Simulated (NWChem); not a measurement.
Species: SiH₄O₃; SMILES O[SiH](O)O

```xyz
8

Si     0.0245    -0.0364     0.3448
O     -1.5159     0.3326    -0.1801
O      0.4255    -1.5567    -0.2056
O      0.9725     1.2064    -0.2639
H      0.1672    -0.1441     1.8270
H     -1.6318     1.2735    -0.3999
H      0.1816    -1.7188    -1.1347
H      1.8827     1.2408     0.0773
```
Atoms are numbered in this order, from 1.

STO-3G and 3-21G are far too small for this property and stand as cheap habits. Geometry: optimised at PBE-D3(BJ)/def2-SVP.

Q: List the 4 lowest vertical singlet excitations from Hartree-Fock/3-21G, CIS (NWChem).

A: 
```tsv
state	energy (eV)	oscillator strength	leading excitation (squared amplitude)
S1	10.05	0.009	HOMO−1 → LUMO (0.32)
S2	10.26	0.037	HOMO−2 → LUMO+1 (0.27)
S3	10.34	0.052	HOMO−1 → LUMO+2 (0.21)
S4	11.06	0.035	HOMO−5 → LUMO (0.23)
```
